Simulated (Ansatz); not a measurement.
Z-matrix (Å, degrees):
```
Si
S 1 2.129
Cl 1 2.051 2 112.0
H 1 1.476 2 111.5 3 120.1
H 1 1.478 2 105.3 3 -118.3
Si 2 2.129 1 100.8 3 -53.1
Cl 6 2.051 2 112.0 1 -53.2
H 6 1.476 2 111.5 1 66.9
H 6 1.478 2 105.3 1 -171.5
```

The species carries charge 0 and has multiplicity 1.

Problem. List the r2SCAN/def2-TZVPP orbital energies in eV (the Gaussian-basis code of Ansatz). (Estimate.)

Solution. Ansatz gave: Occupied: -2753.64, -2753.64, -2409.42, -1792.77, -1792.77, -255.03, -255.03, -213.90, -193.57, -193.57, -193.44, -193.44, -193.43, -193.43, -157.93, -157.89, -157.80, -143.08, -143.08, -97.99, -97.99, -97.94, -97.94, -97.88, -97.88, -21.90, -21.79, -19.30, -14.37, -13.37, -10.66, -10.59, -10.42, -10.19, -9.45, -9.26, -8.33, -8.30, -8.25, -8.03, -7.18. Lowest empty: -1.08, -0.77, -0.52, -0.08, 0.23, 0.81, 1.00, 2.13.
